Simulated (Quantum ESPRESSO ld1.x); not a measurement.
The numbers below are computed, except where a source is named.
Species: Mn+. Configuration: [Ne] 3s2 3p5 3d6 4s1 (not the ground configuration). Code: ld1.x of Quantum ESPRESSO 7.5. Model: scalar-relativistic Kohn-Sham, LDA (Slater exchange, Perdew-Wang correlation), spin-polarised, spherical densities, point nucleus; open shells are filled with parallel spins first.

Normalised radial functions P(r) = r R(r), r in bohr:

| r | 4s up |
|---|---|
| 0.01035 | 0.0699 |
| 0.01607 | 0.0919 |
| 0.02515 | 0.1092 |
| 0.03937 | 0.1048 |
| 0.06161 | 0.0547 |
| 0.09644 | -0.0533 |
| 0.1497 | -0.1704 |
| 0.2344 | -0.1664 |
| 0.3668 | 0.0620 |
| 0.5741 | 0.3082 |
| 0.8986 | 0.1555 |
| 1.407 | -0.3575 |
| 2.184 | -0.6763 |
| 3.418 | -0.4995 |
| 5.35 | -0.1495 |
| 8.374 | -0.0134 |
| 13.11 | -0.0002 |
| 20.35 | 0.0000 |

4s up: eigenvalue -12.966 eV, 3 radial nodes at r = 0.0793, 0.334, 1.04 bohr, <r> = 2.71 bohr, 90 % of the charge inside 4.01 bohr.
